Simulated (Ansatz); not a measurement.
Basis-set extrapolation for CH7NSi2 (`N=C([SiH3])[SiH3]`) (PBE0-D4/def2-TZVP geometry, frozen core, Ansatz 0.2.0). Multiplicity 1, RHF reference.

```json
{"": "HF", "def2-TZVPP": "-674.276480", "def2-QZVPP": "-674.299067"}
{"": "MP2 correlation", "def2-TZVPP": "-0.615926", "def2-QZVPP": "-0.658518"}
{"": "CCSD(T) correlation", "def2-TZVPP": "-0.697870", "def2-QZVPP": "not run"}
```

Energies in hartree. Use E(X) = E(∞) + A·exp(−7.88·√X) for Hartree–Fock and E(X) = E(∞) + B·X^(−2.97) for correlation, with X = 3 and 4, and add CCSD(T) minus MP2 of the smaller set to the MP2 limit.

Q: What is the CCSD(T) energy at the basis-set limit?

A: HF limit: -674.299067 + (-0.022587) × 0.13774 = -674.30218. MP2 limit: -0.658518 + (-0.042592) × 0.74074 = -0.69007. Higher-order term: -0.697870 − (-0.615926) = -0.08194. Total: -675.07419 hartree, 262.1 kJ/mol below CCSD(T)/def2-TZVPP.
